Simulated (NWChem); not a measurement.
A series in which one site is exchanged, each optimised at PBE0/def2-SVP with NWChem, gas phase unless a solvent is named. Low-valent species are run as closed-shell singlets; no triplet was tried in these runs. For some, no frequency run checked for a minimum. def2 effective core potentials on Sn, Pb; no spin-orbit coupling.

A: [SiH3][Ge][SiH3] (GeSi₂H₆; site = Ge)
B: [SiH3][Sn][SiH3] (SnSi2H6; site = Sn)
C: [Si]([SiH3])[SiH3] (Si3H6; site = Si)
D: [Pb]([SiH3])[SiH3] (PbSi2H6; site = Pb)

```tsv
quantity	A	B	C	D
dipole (D), PBE0/def2-SVP	___	1.22	0.06	2.09
orbital gap (eV), PBE0/def2-SVP	___	3.06	3.12	3.22
static polarisability, PBE/def2-SVPD (bohr³)	___	120.4	102.9	124.7
```

**Question.** Fill in the missing entries.

**Answer.** 
- dipole (D), PBE0/def2-SVP, A: 0.36
- orbital gap (eV), PBE0/def2-SVP, A: 3.19
- static polarisability, PBE/def2-SVPD (bohr³), A: 106.2
